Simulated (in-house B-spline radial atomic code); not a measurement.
## How G0W0 and RPA depend on the start: S6+

Configuration [He] 2s2 2p6. Computed with a B-spline radial code for spherical atoms: all electrons, scalar-relativistic (spin-free one-electron X2C), finite nucleus, each spin shell either full or empty, empty states to l = 9 with an (l + 1/2)⁻⁴ tail; G0W0 by contour deformation at full frequency.

```json
{"start": "Hartree-Fock", "mean-field 2p (eV)": "-282.95", "G0W0 (eV)": "-281.61", "QP weight": "0.985", "RPA correlation (Eh)": "-0.57248"}
{"start": "LDA VWN5", "mean-field 2p (eV)": "-258.03", "G0W0 (eV)": "?", "QP weight": "?", "RPA correlation (Eh)": "?"}
{"start": "PBE", "mean-field 2p (eV)": "-258.10", "G0W0 (eV)": "?", "QP weight": "?", "RPA correlation (Eh)": "?"}
{"start": "PBE0", "mean-field 2p (eV)": "-264.68", "G0W0 (eV)": "-281.25", "QP weight": "0.980", "RPA correlation (Eh)": "-0.60719"}
{"start": "r2SCAN", "mean-field 2p (eV)": "-260.61", "G0W0 (eV)": "-281.02", "QP weight": "0.979", "RPA correlation (Eh)": "-0.61084"}
{"start": "HSE06", "mean-field 2p (eV)": "-264.19", "G0W0 (eV)": "-281.25", "QP weight": "0.979", "RPA correlation (Eh)": "-0.60792"}
{"start": "B3LYP (VWN-RPA)", "mean-field 2p (eV)": "-263.62", "G0W0 (eV)": "-281.20", "QP weight": "0.979", "RPA correlation (Eh)": "-0.61017"}
{"start": "SCAN", "mean-field 2p (eV)": "-260.77", "G0W0 (eV)": "-280.95", "QP weight": "0.979", "RPA correlation (Eh)": "-0.61038"}
{"start": "TPSS", "mean-field 2p (eV)": "-258.71", "G0W0 (eV)": "-281.05", "QP weight": "0.977", "RPA correlation (Eh)": "-0.61667"}
{"start": "BHandHLYP", "mean-field 2p (eV)": "-271.26", "G0W0 (eV)": "-281.38", "QP weight": "0.982", "RPA correlation (Eh)": "-0.59533"}
{"start": "CAM-B3LYP", "mean-field 2p (eV)": "-265.56", "G0W0 (eV)": "-281.29", "QP weight": "0.980", "RPA correlation (Eh)": "-0.60681"}
{"start": "LC-wPBE", "mean-field 2p (eV)": "-264.09", "G0W0 (eV)": "-281.39", "QP weight": "0.980", "RPA correlation (Eh)": "-0.60964"}
{"start": "wB97X", "mean-field 2p (eV)": "-265.90", "G0W0 (eV)": "-281.13", "QP weight": "0.981", "RPA correlation (Eh)": "-0.60471"}
{"start": "PBEsol", "mean-field 2p (eV)": "-257.82", "G0W0 (eV)": "-281.20", "QP weight": "0.977", "RPA correlation (Eh)": "-0.6202"}
{"start": "BLYP", "mean-field 2p (eV)": "-258.19", "G0W0 (eV)": "-281.04", "QP weight": "0.977", "RPA correlation (Eh)": "-0.62063"}
{"start": "r2SCAN0", "mean-field 2p (eV)": "-266.48", "G0W0 (eV)": "-281.19", "QP weight": "0.981", "RPA correlation (Eh)": "-0.60087"}
{"start": "LDA exchange-only", "mean-field 2p (eV)": "-255.64", "G0W0 (eV)": "-281.44", "QP weight": "0.976", "RPA correlation (Eh)": "-0.62095"}
```

What G0W0 level, weight and RPA correlation energy follow from the LDA VWN5 start?

G0W0 level -281.32 eV, weight 0.977, RPA correlation -0.62082 hartree.

What G0W0 level, weight and RPA correlation energy follow from the PBE start?

G0W0 level -281.09 eV, weight 0.977, RPA correlation -0.62017 hartree.

How much of the dependence on the start does G0W0 remove?

The mean-field levels span 27.3 eV and the G0W0 levels 0.662 eV. Against 280.954 ± 0.007 eV (NIST, measured) the G0W0 removal energies are off by -0.00 to +0.66 eV, with spin-orbit coupling, Breit and QED terms left out.
